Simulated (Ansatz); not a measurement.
C2H5B, SMILES `B[C]C` (excited triplet) (charge 0, multiplicity 3). This triplet is an excited state, 0.61 eV above the relaxed singlet at the level frozen-core CCSD(T)/cc-pVTZ // B3LYP-D3(BJ)/def2-TZVP (Ansatz, a first-principles code).

Level of theory: PBE0/cc-pVTZ // B3LYP-D3(BJ)/def2-TZVP run with Ansatz.

Ansatz 0.2 input:
```yaml
crystal:
  periodic: [false, false, false]
  atoms:
    - { symbol: B, position_ang: [1.567188, 0.097244, -0.222181] }
    - { symbol: C, position_ang: [0.103479, 0.367875, -0.317141] }
    - { symbol: C, position_ang: [-1.218152, -0.02771, 0.134119] }
    - { symbol: H, position_ang: [2.364206, 0.740176, -0.833763] }
    - { symbol: H, position_ang: [1.953253, -0.790924, 0.488493] }
    - { symbol: H, position_ang: [-1.183396, -0.847869, 0.865207] }
    - { symbol: H, position_ang: [-1.747603, 0.815292, 0.59492] }
    - { symbol: H, position_ang: [-1.838978, -0.354083, -0.709655] }
basis:
  gaussian: { orbitals: cc-pVTZ }
hamiltonian:
  xc: pbe0
magnetization:
  spin_polarized: true
  initial_magnetization: 2
```

Output:

```
Functional definition: PBE0
858 factors; their error is unknown
mean field evaluation 1: about -2821.3754 eV, gradient 2.8e1 eV
mean field evaluation 2: about -2821.8102 eV, gradient 2.6e1 eV
mean field evaluation 4: about -2825.3985 eV, gradient 1.2e0 eV
mean field evaluation 8: about -2825.4082 eV, gradient 4.7e-2 eV
mean field evaluation 16: about -2825.3982 eV, gradient 2.6e-5 eV
mean field -2825.39815217 eV, -103.8314669686 hartree, gradient 2.6e-5 eV, S^2 2.007302; 0 other end points of the search recorded, 0 dependent functions left out
reference -2825.39817988 eV, -103.8314679869 hartree; 12, 10 occupied and 148, 150 virtual orbitals, 858 factors
Total energy: -2825.39817988 eV, -103.8314679869 hartree
```
